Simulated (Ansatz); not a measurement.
Basis sets compared for the cluster Pd4S3. The state is a singlet with charge 0. Geometry r2SCAN-D4/def2-SVP. Ansatz on 4 threads of Intel Xeon 6975P-C on a shared host; times are rough, and most runs start from earlier orbitals.

```xyz
7

Pd    0.067   -1.864   -0.638
Pd    1.665   -0.276    1.020
Pd   -1.231    0.342   -1.502
Pd    0.366    1.931    0.156
S     1.111    0.171   -1.234
S    -0.413   -1.131    1.482
S    -1.565    0.827    0.715
```

In the def2 sets Pd takes a core potential; there is no spin–orbit coupling. The restricted singlet is unstable towards broken spin symmetry in Hartree–Fock (as tested in another run); at PBE-D4/def2-SVP, PBE-D4/def2-TZVP, PBE0-D4/def2-SVP, PBE0-D4/def2-TZVP this wasn't settled. No other spin state of charge 0 was run. Another isomer (singlet) lies 1.13 eV lower at PBE0-D4/def2-TZVP; other spin states weren't run for this one.

Binding counts from free atoms (Pd singlet, S triplet) in the same basis, without a counterpoise term.

```
           level  functions  energy (Eh)  HOMO (eV)  LUMO (eV)  binding per atom (eV)  wall time
 PBE-D4/def2-SVP        178   -1705.5249      -4.41      -4.13                   2.85        2 s
PBE0-D4/def2-SVP        178   -1705.4308      -5.34      -3.36                   2.40      3.9 s
```

(1) Estimate the rows for PBE-D4/def2-TZVP (with forces), PBE0-D4/def2-TZVP.

Answers

(1) 
```json
{"level": "PBE-D4/def2-TZVP (with forces)", "functions": "271", "energy (Eh)": "-1706.0876", "HOMO (eV)": "-4.32", "LUMO (eV)": "-4.02", "binding per atom (eV)": "2.91", "wall time": "3.8 s"}
{"level": "PBE0-D4/def2-TZVP", "functions": "271", "energy (Eh)": "-1705.9842", "HOMO (eV)": "-5.21", "LUMO (eV)": "-3.24", "binding per atom (eV)": "2.46", "wall time": "10 s"}
```
